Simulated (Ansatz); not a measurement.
`C[O][Zr]([OH])([NH]C(C)(C)C)[O]C` + `CCC#N` → `CC(C)C#N` + `C[O][Zr]([OH])([NH]C(C)C)[O]C`  (formal exchange of groups at a C–C bond)

Calculated with Ansatz (gas phase, PBE0-D4/def2-TZVP geometries, no zero-point term in ΔE). CCSD(T)/CBS is the MP2 limit (def2-TZVPP, def2-QZVPP) plus CCSD(T) − MP2 in def2-TZVPP, frozen cores. DFT in def2-TZVPP. B3LYP here is the variant with VWN-RPA as its local correlation; programs differ in this. HSE06 is defined as in plane-wave codes. def2 core potentials past Kr. For Zr outer-core shells are correlated without core-valence functions, which leaves a few kJ/mol of doubt a bond. Each species was taken in one conformer, which may not be the lowest.

```csv
level,ΔE (kJ/mol),difference from CCSD(T)/CBS
LDA (SPW92),10.0,-0.1
PBE-D4,7.4,-2.7
revPBE-D4,9.5,-0.6
BLYP-D4,8.2,-1.9
r2SCAN-D4,9.0,-1.1
B97M-V,10.2,0.1
PBE0-D4,7.7,-2.4
B3LYP-D4,7.9,-2.2
r2SCANh-D4,8.9,-1.2
r2SCAN0-D4,8.7,-1.4
HSE06-D4,7.5,-2.6
CAM-B3LYP-D4,8.0,-2.1
ωB97X-V,8.6,-1.5
ωB97M-V,9.5,-0.6
B2PLYP,5.9,-4.2
PBE-QIDH,8.1,-2.0
PBE,3.6,-6.5
revPBE,0.7,-9.4
BLYP,0.8,-9.3
PBE0,4.3,-5.8
B3LYP,2.1,-8.0
r2SCANh,7.4,-2.7
r2SCAN0,7.1,-3.0
HSE06,4.2,-5.9
BHLYP,3.1,-7.0
CAM-B3LYP,4.4,-5.7
LC-ωPBE,5.7,-4.4
RPA@PBE/def2-TZVPP,10.4,0.3
HF/def2-SVP,2.4,-7.7
MP2/def2-SVP,13.9,3.8
CCSD(T)/def2-SVP,12.7,2.6
HF/def2-TZVPP,0.9,-9.2
SCS-MP2/def2-TZVPP,9.6,-0.5
CCSD/def2-TZVPP,9.1,-1.0
CCSD(T)/def2-TZVPP,10.7,0.6
HF/def2-QZVPP,0.6,-9.5
MP2/def2-QZVPP,11.7,1.6
HF/CBS(def2),0.6,-9.5
MP2/CBS(def2),11.6,1.5
CCSD/CBS(def2),8.6,-1.5
CCSD(T)/CBS,10.1,0
```

Largest T1 diagnostic among the species: 0.015.

In def2-TZVPP, CCSD(T) changes the Hartree–Fock value by +9.8 kJ/mol (the triples alone add +1.6 kJ/mol) and MP2 by +11.2 kJ/mol. The D4 term adds +5.8 kJ/mol with B3LYP and +3.5 kJ/mol with PBE0; it sums over pairs of atoms, weighted by their polarisabilities, and B3LYP, whose exchange is more repulsive, gets the larger term. Leaving LDA and LC-ωPBE aside and taking each functional with its dispersion term where it has one, the values spread over 4.3 kJ/mol, from B2PLYP to B97M-V. LDA lies +6.4 kJ/mol from PBE without D4.
